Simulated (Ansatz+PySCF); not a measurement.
## quartet NbO: levels of theory in one basis

```json
{"atom": "Nb", "x (Å)": "0.0000", "y (Å)": "0.0000", "z (Å)": "0.0000"}
{"atom": "O", "x (Å)": "0.0000", "y (Å)": "0.0000", "z (Å)": "1.7586"}
```

Basis set: def2-SVP (spherical functions, with the set's core potentials past Kr). Correlated methods keep 1 orbital frozen. Correlation on ROHF uses semicanonical orbitals with singles. Charge 0, multiplicity 4.

Computed with Ansatz (development build ahead of 0.2.0); each method stands on the lowest determinant of its kind that the runs found.

```csv
method,E − E(ROHF) (eV),<S²> of the determinant
ROHF,0.00,3.75
UHF,-0.27,3.92
UHF-MP2,-8.41,3.92
```

What does ROHF-MP2 give on the same scale?

-8.47 eV.

Is a single determinant a sound starting point here?

Only with care. Unrestricted orbitals gain 0.27 eV and <S²> is 3.92 against 3.75 for a pure state, a contamination that matters most for the unrestricted series.

Caution: other spin multiplicities were not run. Caution for UHF, UHF-MP2: the unrestricted determinant is spin contaminated.
